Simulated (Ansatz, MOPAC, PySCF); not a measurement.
Complex: CH4 (SMILES C) (first 5 atoms) with C3H4 (SMILES C=C=C); geometry from B3LYP-D3(BJ)/def2-TZVP.
(charge 0, multiplicity 1):
```tsv
atom	x (Å)	y (Å)	z (Å)
C	-0.2044	-0.0443	-0.2907
H	0.3723	-0.0991	-1.2131
H	-0.7580	0.8937	-0.2666
H	-0.9021	-0.8802	-0.2516
H	0.4678	-0.0913	0.5644
C	1.4354	-0.0455	3.6549
C	0.1453	0.0317	3.5116
C	-1.1436	0.1089	3.3623
H	1.9338	-1.0022	3.7611
H	2.0539	0.8445	3.6736
H	-1.5950	0.0919	2.3772
H	-1.8056	0.1927	4.2164
```

Monomers are frozen at their geometry in the pair; levels with a basis set take the counterpoise correction. Rows marked so take none.

Frozen-core correlation. Rows in 6-31G* carry no dispersion term and start afresh at each structure (6-31G* with six Cartesian d functions). The state that AM1, PM3 reach isn't checked.

Codes used: Ansatz (a quantum-chemistry and plane-wave program) with Gaussian orbitals; MOPAC for AM1, PM3 (differences of heats of formation); PySCF for 6-31G* rows, M06-2X, the dispersion terms. Values without a source in brackets are computed.

| level | interaction energy (kJ/mol) |
|---|---|
| AM1 | 0.4 |
| PM3 | -2.0 |
| HF/6-31G* (no counterpoise) | 0.8 |
| B3LYP/6-31G* | 1.3 |
| BHLYP-D3(BJ)/def2-TZVPPD | … |
| M06-2X/def2-TZVPPD | … |
| CAM-B3LYP/def2-TZVPPD | -0.4 |
| B2PLYP/def2-TZVPPD | -0.7 |
| SCS-MP2/aug-cc-pVDZ | -2.0 |

Q: Some entries are withheld; supply them.

A: 
- BHLYP-D3(BJ)/def2-TZVPPD, interaction energy (kJ/mol): -4.2
- M06-2X/def2-TZVPPD, interaction energy (kJ/mol): -3.2
